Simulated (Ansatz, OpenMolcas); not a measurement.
**How methods differ on C2H2Cl2Sn (SMILES C#[C][SnH]([Cl])[Cl])**

The species is C2H2Cl2Sn (7 atoms), meant as a singlet with charge 0. SMILES: `C#[C][SnH]([Cl])[Cl]`. Geometry: relaxed at PBE0-D4/def2-TZVP.

Quantity: the vertical energy of the triplet above the singlet, in eV. The values are calculated.

```
                            level                    kind     program  value (eV)
     HF/def2-SVP (core potential)            Hartree–Fock      Ansatz        4.50
  SVWN5/def2-SVP (core potential)                     LDA  OpenMolcas        5.20
    PBE/def2-SVP (core potential)                     GGA      Ansatz        5.17
   TPSS/def2-SVP (core potential)                meta-GGA  OpenMolcas        5.10
   PBE0/def2-SVP (core potential)           global hybrid      Ansatz        5.14
wB97M-V/def2-SVP (core potential)  range-separated hybrid      Ansatz        5.49
 B2PLYP/def2-SVP (core potential)           double hybrid      Ansatz        5.53
RPA@PBE/def2-SVP (core potential)                     RPA      Ansatz        5.63
    MP2/def2-SVP (core potential)     perturbation theory      Ansatz        5.98
   CCSD/def2-SVP (core potential)   coupled cluster or CI      Ansatz        5.49
```

Spin-orbit coupling, which can split open shells on such heavy atoms by tenths of an eV, is left out. The values span 4.50 to 5.98 eV. In the correlated wave-function rows the outer d shell of Sn is correlated, in sets not made for it. The upper state's dipole differs much between rows, so they may not all be the same state.
